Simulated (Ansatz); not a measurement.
```yaml
crystal:
  periodic: [false, false, false]
  atoms:
    - {symbol: La, position_ang: [-0.007897, -0.000008, 0.721904]}
    - {symbol: N, position_ang: [2.275589, -0.006678, 0.043519]}
    - {symbol: Si, position_ang: [3.101663, 0.133330, 1.543594]}
    - {symbol: Si, position_ang: [2.863207, -0.161251, -1.589676]}
    - {symbol: H, position_ang: [3.941820, -1.037907, 1.984428]}
    - {symbol: H, position_ang: [1.901665, 0.171456, 2.534251]}
    - {symbol: H, position_ang: [3.867334, 1.405762, 1.802589]}
    - {symbol: H, position_ang: [3.629201, 1.051446, -2.061175]}
    - {symbol: H, position_ang: [1.656834, -0.323920, -2.485011]}
    - {symbol: H, position_ang: [3.753455, -1.365250, -1.784694]}
    - {symbol: N, position_ang: [-1.129953, 1.969449, -0.011638]}
    - {symbol: Si, position_ang: [-1.656982, 2.658788, 1.470533]}
    - {symbol: Si, position_ang: [-1.265111, 2.518455, -1.660187]}
    - {symbol: H, position_ang: [-1.047454, 3.975168, 1.879698]}
    - {symbol: H, position_ang: [-1.102370, 1.619472, 2.488104]}
    - {symbol: H, position_ang: [-3.140866, 2.708033, 1.729422]}
    - {symbol: H, position_ang: [-2.693648, 2.605053, -2.141605]}
    - {symbol: H, position_ang: [-0.544202, 1.511336, -2.527088]}
    - {symbol: H, position_ang: [-0.626675, 3.868377, -1.886122]}
    - {symbol: N, position_ang: [-1.149176, -1.977431, 0.040814]}
    - {symbol: Si, position_ang: [-1.524327, -2.429859, -1.599244]}
    - {symbol: Si, position_ang: [-1.515807, -2.722883, 1.544857]}
    - {symbol: H, position_ang: [-0.859597, -3.715418, -2.026596]}
    - {symbol: H, position_ang: [-1.014329, -1.325113, -2.494995]}
    - {symbol: H, position_ang: [-3.006550, -2.580873, -1.845292]}
    - {symbol: H, position_ang: [-2.969416, -2.827506, 1.930421]}
    - {symbol: H, position_ang: [-0.903003, -1.693044, 2.537339]}
    - {symbol: H, position_ang: [-0.833419, -4.029003, 1.861842]}
basis:
  gaussian: {orbitals: def2-TZVP}
total_charge: 1
magnetization: {spin_polarized: true, initial_magnetization: 1}
hamiltonian: {xc: pbe0, dispersion: d4}
scf: {omitted_lower_state_checks: [starts]}
output: {orbitals: {seedname: orbitals}}
```

```sh
$ ansatz run in.yaml --threads 4 --pin off --events-out ev --progress --plain --max-ram 6963MiB
```

(1) Does this run fit into the memory that it is given?

Results:

(1) No. It has 463 basis functions, and Ansatz plans for 8 GiB where 7 GiB are given.
